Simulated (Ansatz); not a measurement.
NTi, doublet (typed; the unrestricted solution is spin-contaminated), at a GFN2-xTB geometry (such geometries of metal compounds can be far from the true shape). Base run: Ansatz (an electronic-structure program) with HF/def2-SV(P).

Ansatz was given this input:
Ansatz 0.2 input:
```yaml
crystal:
  periodic: [false, false, false]
  atoms:
    - {symbol: Ti, position_ang: [-0.00000000, -0.00000000, -0.41370624]}
    - {symbol: N, position_ang: [0.00000000, 0.00000000, 1.30021962]}
basis:
  gaussian:
    orbitals: def2-SV_P_.json
hamiltonian:
  xc: hf
magnetization: {spin_polarized: true, initial_magnetization: 1}
```
The basis file holds def2-SV(P) in the JSON format of the Basis Set Exchange.

The bond that is stretched is that between atoms 2 and 1. A test that says stable can miss a lower solution.

The base run was repeated with changes; each row names its change, and settings that it needs were set with it.

```
change                                                           ΔE vs base (eV)  <S^2>       stability test says
---------------------------------------------------------------  ---------------  -----  ------------------------
base                                                                        0.00  2.467                   minimum
spin_polarized = on; lower_state_search = off                               0.00  2.467  undecided (no full test)
spin_polarized = on; lower_state_search = standard                          0.00  2.467                   minimum
bond × 1.25                                                                -0.78  2.724                   minimum
spin_polarized = on; lower_state_search = off; bond × 1.25                 -0.17  2.715  undecided (no full test)
spin_polarized = on; lower_state_search = standard; bond × 1.25            -0.78  2.724                   minimum
bond × 1.5                                                                 -0.21  2.867                   minimum
spin_polarized = on; lower_state_search = off; bond × 1.5                   0.08  2.822  undecided (no full test)
spin_polarized = on; lower_state_search = standard; bond × 1.5             -0.21  2.867                   minimum
bond × 1.8                                                                 -0.34  2.817                   minimum
spin_polarized = on; lower_state_search = off; bond × 1.8                   1.96  2.909  undecided (no full test)
spin_polarized = on; lower_state_search = standard; bond × 1.8             -0.34  2.817                   minimum
bond × 2.2                                                                 -0.45  2.773                   minimum
spin_polarized = on; lower_state_search = off; bond × 2.2                   2.04  2.790  undecided (no full test)
spin_polarized = on; lower_state_search = standard; bond × 2.2             -0.45  2.773                   minimum
bond × 3.0                                                                 -0.50  2.763                   minimum
spin_polarized = on; lower_state_search = off; bond × 3.0                   2.02  2.760  undecided (no full test)
spin_polarized = on; lower_state_search = standard; bond × 3.0             -0.50  2.763                   minimum
```

On stretching, the SCF can end on different states; <S^2> shows the spin contamination of each.
